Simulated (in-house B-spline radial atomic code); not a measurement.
Whole-atom quantities along the 38-electron series, configuration [Kr] 4d2. Breit and QED terms are first order and not part of the total energy; the density at the nucleus is averaged over the nuclear charge. Computed with a B-spline radial code for spherical atoms: Dirac-Hartree-Fock, average of the configuration, finite nuclei.

```csv
ion,Z,E/Z² (Eh),Σ<r²> (bohr²),n(0)/Z³ (bohr⁻³),Lamb diamagnetic shielding (ppm),repulsion over attraction,Breit energy (eV),self-energy (eV),vacuum polarisation (eV),Dirac less non-relativistic energy (Eh)
Zr2+,40,-2.2478,30.363,1.136,3844.02,0.15565,55.477,41.522,-4.5271,-58.099
Nb3+,41,-2.2705,25.272,1.163,3973.09,0.15349,60.385,45.262,-5.0167,-64.671
Mo4+,42,-2.2926,21.776,1.1902,4102.38,0.15125,65.589,49.241,-5.547,-71.806
Tc5+,43,-2.3141,19.135,1.221,4232.04,0.14897,71.101,53.468,-6.121,-79.539
Ru6+,44,-2.3352,17.039,1.2509,4362.15,0.14667,76.928,57.954,-6.7407,-87.903
Rh7+,45,-2.3557,15.322,1.2839,4492.79,0.14439,83.081,62.71,-7.4096,-96.937
Pd8+,46,-2.3758,13.885,1.3175,4623.99,0.14212,89.57,67.745,-8.1303,-106.68
Ag9+,47,-2.3954,12.664,1.3534,4755.82,0.13987,96.404,73.072,-8.9062,-117.16
Cd10+,48,-2.4145,11.611,1.3889,4888.3,0.13765,103.59,78.702,-9.7402,-128.43
In11+,49,-2.4332,10.695,1.4282,5021.48,0.13546,111.15,84.647,-10.636,-140.52
Sn12+,50,-2.4515,9.8913,1.468,5155.39,0.13332,119.08,90.919,-11.598,-153.49
Sb13+,51,-2.4694,9.1801,1.5099,5290.07,0.13121,127.4,97.531,-12.629,-167.37
Te14+,52,-2.487,8.547,1.5517,5425.55,0.12914,136.12,104.5,-13.733,-182.21
```

(1) With what power of Z does the column «self-energy (eV)» change over this range?

Results:

(1) A fit of the logarithm of its size against log Z from Z = 40 to 52 has slope 3.52. One-loop self-energy scales as Z⁴F(Zα), with F falling from low Z to about Z = 90.
